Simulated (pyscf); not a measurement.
Structures and frequencies: ωB97X-D3(BJ)/def2-SVP in PySCF.

Question: PBE/def2-TZVP puts the barrier of SbH₃ + H₃C–Cd–CH₃ -> H₃C–SbH₂ + H₃C–CdH (four-centre exchange; singlet surface; H–Sb, C–Cd broken, C–Sb, Cd–H formed) at 1.69 eV and the reaction energy at +0.03 eV, from the separated reactants. What do PBE0-D3(BJ)/def2-TZVP, M06-2X/def2-TZVP, ωB97M-D3(BJ)/def2-TZVP give on the same structures?

Answer: PBE0-D3(BJ): ΔE‡ = 1.63 eV, ΔE = 0.00 eV; M06-2X: ΔE‡ = 1.63 eV, ΔE = -0.01 eV; ωB97M-D3(BJ): ΔE‡ = 1.80 eV, ΔE = 0.00 eV. PBE's barrier lies among them. Its reaction energy lies over all of them, by 0.03 to 0.04 eV. On the reactant side the descent ends in a complex (not fully relaxed), 0.19 eV under the separated species and 1.68 eV under the saddle at ωB97X-D3(BJ)/def2-TZVP. On the product side the descent ends in a complex (not fully relaxed), 0.21 eV under the separated species and 1.73 eV under the saddle at ωB97X-D3(BJ)/def2-TZVP. At the saddle there is also a short Cd–Sb contact that neither side keeps. At ωB97X-D3(BJ) the barrier from the zero used here is 1.49 eV. This is the saddle that the search found; another between the same sides may lie lower. Elements past Kr carry the def2 core potentials, without spin-orbit coupling.
